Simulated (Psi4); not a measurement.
C4H6F2Si (SMILES C=C[Si](F)(F)C=C), singlet, geometry from GFN2-xTB, atoms displaced at random by about 0.03 Å a coordinate; HF/STO-3G, gradient in Psi4 1.11.

Input for Psi4:
```
memory 2 GB

molecule {
0 1
  C    -2.62807741    0.69352643    0.64170749
  C    -1.31974063    1.09711319    0.33814801
  Si   -0.01756242   -0.13269737   -0.22051680
  F     0.61031803    0.38045511   -1.54642184
  F    -0.60933056   -1.52207616   -0.56140546
  C     1.42267597   -0.40478139    1.04437629
  C     2.60946940    0.01356985    0.85963690
  H    -2.84493279   -0.31622331    0.58096282
  H    -3.37591442    1.44485220    0.94739315
  H    -1.06040020    2.12121165    0.38406395
  H     1.13274340   -0.95253680    1.92292513
  H     2.87862864    0.66385988   -0.01615568
  H     3.38663375   -0.07794317    1.57187186
symmetry c1
no_reorient
no_com
}

set basis sto-3g

gradient('scf')
print_variables()
```

What does Psi4 print? Leave out banner, timings and long lists.


```
gradient() will perform analytic gradient computation.

   => Loading Basis Set <=

    Name: STO-3G
    Role: ORBITAL
    Keyword: BASIS

         ---------------------------------------------------------
                                   SCF
               by Justin Turney, Rob Parrish, Andy Simmonett
                          and Daniel G. A. Smith
                              RHF Reference
         ---------------------------------------------------------

  ==> Geometry <==

    Molecular point group: c1
    Full point group: C1

    Geometry (in Angstrom), charge = 0, multiplicity = 1:

       Center              X                  Y                   Z               Mass
    ------------   -----------------  -----------------  -----------------  -----------------
         C           -2.628077410000     0.693526430000     0.641707490000    12.000000000000
         C           -1.319740630000     1.097113190000     0.338148010000    12.000000000000
         SI          -0.017562420000    -0.132697370000    -0.220516800000    27.976926534650
         F            0.610318030000     0.380455110000    -1.546421840000    18.998403162730
         F           -0.609330560000    -1.522076160000    -0.561405460000    18.998403162730
         C            1.422675970000    -0.404781390000     1.044376290000    12.000000000000
         C            2.609469400000     0.013569850000     0.859636900000    12.000000000000
         H           -2.844932790000    -0.316223310000     0.580962820000     1.007825032230
         H           -3.375914420000     1.444852200000     0.947393150000     1.007825032230
         H           -1.060400200000     2.121211650000     0.384063950000     1.007825032230
         H            1.132743400000    -0.952536800000     1.922925130000     1.007825032230
         H            2.878628640000     0.663859880000    -0.016155680000     1.007825032230
         H            3.386633750000    -0.077943170000     1.571871860000     1.007825032230

  Running in c1 symmetry.

  Rotational constants: A =      0.10447  B =      0.05001  C =      0.04609 [cm^-1]
  Rotational constants: A =   3131.97086  B =   1499.20368  C =   1381.74125 [MHz]
  Nuclear repulsion =  368.921648689194740

  Charge       = 0
  Multiplicity = 1
  Electrons    = 62
  Nalpha       = 31
  Nbeta        = 31

  ==> Algorithm <==

  SCF Algorithm Type is DF.
  DIIS enabled.
  MOM disabled.
  Fractional occupation disabled.
  Guess Type is SAD.
[...]
  @DF-RHF Final Energy:  -634.74326984157165
    Total Energy =                       -634.7432698415716459
[...]
         H           -1.060400200000     2.121211650000     0.384063950000     1.007825032230
         H            1.132743400000    -0.952536800000     1.922925130000     1.007825032230
         H            2.878628640000     0.663859880000    -0.016155680000     1.007825032230
         H            3.386633750000    -0.077943170000     1.571871860000     1.007825032230

  Nuclear repulsion =  368.921648689194740

  ==> Basis Set <==

  Basis Set: STO-3G
    Blend: STO-3G
    Number of shells: 29
    Number of basis functions: 45
    Number of Cartesian functions: 45
    Spherical Harmonics?: true
    Max angular momentum: 1

  ==> DFJKGrad: Density-Fitted SCF Gradients <==

    Gradient:                    1
    J tasked:                  Yes
    K tasked:                  Yes
    wK tasked:                  No
    Integrals threads:           1
    Schwarz Cutoff:          1E-12
    Fitting Condition:       1E-10

   => Auxiliary Basis Set <=

  Basis Set: (STO-3G AUX)
    Blend: DEF2-UNIVERSAL-JKFIT
    Number of shells: 224
    Number of basis functions: 690
    Number of Cartesian functions: 817
    Spherical Harmonics?: true
    Max angular momentum: 4

  -Total Gradient:
     Atom            X                  Y                   Z
    ------   -----------------  -----------------  -----------------
       1       -0.129339204266    -0.102008433161     0.020418664439
       2        0.105668914959     0.075130753521    -0.018915558732
       3       -0.028770419261    -0.036180327018    -0.072418837088
       4       -0.019662845882    -0.017590324087     0.040373578259
       5        0.026673777843     0.045119788234     0.008124328822
       6        0.097491476658     0.012858361642     0.024602930529
       7       -0.045409392570    -0.056441463698     0.041412112527
       8        0.023542511871     0.046460835959    -0.000324164465
       9       -0.006396021123     0.020088186599     0.004739944100
      10       -0.003268335542    -0.024057975758    -0.002928874366
      11       -0.006029821165     0.004487050307    -0.008192229492
      12        0.005694340281     0.024422973597    -0.021825335639
      13       -0.020194981801     0.007710573862    -0.015066558892

  Variable Map:
  ----------------------------------------------------------------------------
[...]
  Array Variable Map:
  ----------------------------------------------------------------------------
[...]
[...]
```
